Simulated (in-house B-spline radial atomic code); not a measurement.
# PBE0 excitations of Se4+

Method: PBE0. Computed with an all-electron radial atomic-structure program (B-spline basis): linear response of the closed shell [Ar] 3d10 4s2 with the functional's adiabatic kernel; non-relativistic, point nucleus, no spin-orbit coupling, no double excitations, S, P, D and F terms only; shells from n = 2 respond. Only terms of natural parity with L up to 3 were computed.

Without relativity these are model numbers for so heavy an element.

Command:
```bash
python run_td.py task.json out
```
Settings (radii: box in bohr, nucleus in fm):
```
Z                        34
electrons                30
configuration            [Ar] 3d10 4s2
hamiltonian              nr
method                   pbe0
box_radius               19.1
intervals                54
```

Run time, properties included: 0.7 s on 1 thread of Intel(R) Xeon(R) 6975P-C (Granite Rapids), with other jobs on the host.

The lowest states, in the order of their Tamm-Dancoff energies; the method's threshold (minus the highest occupied level) is 62.05 eV. Labels give the largest channel, * marks a mixed state, and oscillator strengths are full-response dipole values. Semilocal kernels can invert the small singlet-triplet splittings of Rydberg terms. Energies in eV:

```tsv
state	full response	Tamm-Dancoff	oscillator strength
4s → 4p 3P	10.548	10.767	-
4s → 4p 1P	15.602	16.187	1.57
4s → 4d 3D	29.967	30.01	-
4s → 4d 1D	31.44	31.46	-
4s → 5s 3S	34.55	34.55	-
4s → 5s 1S	?	?	-
4s → 5p 3P	38.95	38.96	-
4s → 5p 1P	39.40	39.44	0.0515
4s → 4f 3F	43.55	43.56	-
4s → 4f 1F	43.85	43.85	-
4s → 5d 3D	45.60	45.61	-
4s → 5d 1D	45.92	45.93	-
4s → 6s 3S	?	?	-
4s → 6s 1S	47.29	47.30	-
4s → 6p 3P	48.90	48.90	-
4s → 6p 1P	49.03	49.04	0.0258
```

(1) Where does 4s → 5s 1S lie?

(2) Where does 4s → 6s 3S lie?

(3) How large is the singlet-triplet splitting of 4s → 4p (P terms) in Tamm-Dancoff?

(4) What polarisabilities and dispersion coefficient does the method give?

Answers

(1) At 35.48 eV in full response, 35.51 eV in Tamm-Dancoff.

(2) At 47.04 eV in full response, 47.04 eV in Tamm-Dancoff.

(3) 5.42 eV, from the unrounded values.

(4) Dipole 5.263 bohr³, quadrupole 8.802 bohr⁵, C6 14 hartree·bohr⁶ for two such species.
